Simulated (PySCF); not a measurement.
# One molecule, several mistakes: BClH5Si2 cation

All numbers below are calculated, not measured. They come from PySCF 2.14.0, an open-source quantum chemistry program, on an isolated molecule that a program drew, which may never have been made. The molecule is BClH5Si2 cation (charge +1, singlet), drawn as the SMILES string `[SiH3][SiH+]BCl`.

Each row is a Hartree-Fock (HF) and frozen-core CCSD(T) single point in the cc-pV(D+d)Z basis, meant for a local HF minimum. Run 1 is clean. Each other run has one planted mistake out of seven kinds, and not every kind appears here: one electron removed, one electron added, multiplicity raised by two, geometry at a saddle point, minimal basis STO-3G, one bond length entered in bohr, all coordinates scaled. The reference is restricted for singlets and unrestricted otherwise, and also for a bond in bohr. Adding or removing an electron swaps singlet and doublet. Electrons count all cores. HOMO and LUMO are orbital energies over both spins, the gradient is its largest component, and the lowest frequency (negative if imaginary) is given only where the gradient is small. Bond lengths are over the 8 bonds as drawn. T1 is the CCSD diagnostic: over 0.02 (restricted) or 0.045 (unrestricted) a single reference is doubtful.

Geometry of the clean run:
```xyz
9
BClH5Si2 cation, angstrom
Si    0.2673   -1.2047   -1.6406
Si   -0.8647   -0.7705    0.4444
B    -1.5027    1.0212    1.1939
Cl   -3.0735    1.4782    0.6301
H     1.4828   -1.9185   -1.2186
H    -0.6921   -2.0427   -2.3767
H     0.5175    0.1081   -2.2491
H    -1.2351   -1.9365    1.2688
H    -0.8704    1.6949    1.9375
```

| run | electrons | basis functions | <S^2> | HOMO (eV) | LUMO (eV) | gradient (hartree/bohr) | lowest frequency (cm^-1) | mean bond (Å) | longest bond (Å) | T1 | HF (hartree) | CCSD(T) (hartree) | mistake |
|---|---|---|---|---|---|---|---|---|---|---|---|---|---|
| 1 | 54 | 108 | 0.000 | -15.73 | -5.56 | 1.1e-05 | 37 | 1.6573 | 2.412 | 0.0168 | -1064.70469 | -1065.17607 | no fault |
| 2 | 54 | 108 | 2.038 | -13.36 | -8.02 | 3.9e-02 | - | 1.6573 | 2.412 | 0.0350 | -1064.60751 | -1065.08344 | multiplicity raised by two |
| 3 | 55 | 108 | 0.771 | -7.44 | 1.43 | 3.3e-02 | - | 1.6573 | 2.412 | 0.0154 | -1064.94275 | -1065.42801 | one electron added |
| 4 | 53 | 108 | 0.782 | -21.37 | -13.56 | 2.9e-02 | - | 1.6573 | 2.412 | 0.0399 | -1064.16343 | -1064.62559 | ? |
| 5 | 54 | 37 | 0.000 | -14.38 | -2.18 | 2.3e-02 | - | 1.6573 | 2.412 | 0.0144 | -1052.89943 | -1053.06348 | ? |

**Which mistake was planted in run 4, and what did it cost?**

It counts 53 electrons, one fewer than the clean run, at the same geometry and basis. So the mistake is: one electron removed. Subtracting run 1 and multiplying by 627.51 kcal/mol a hartree, the energy moved by 339.6 kcal/mol in HF and 345.4 kcal/mol in CCSD(T).

**Which mistake was planted in run 5, and what did it cost?**

It has 37 basis functions where the clean run has 108, with the same electrons and geometry. So the mistake is: minimal basis STO-3G. Subtracting run 1 and multiplying by 627.51 kcal/mol a hartree, the energy moved by 7407.9 kcal/mol in HF and 7600.8 kcal/mol in CCSD(T).

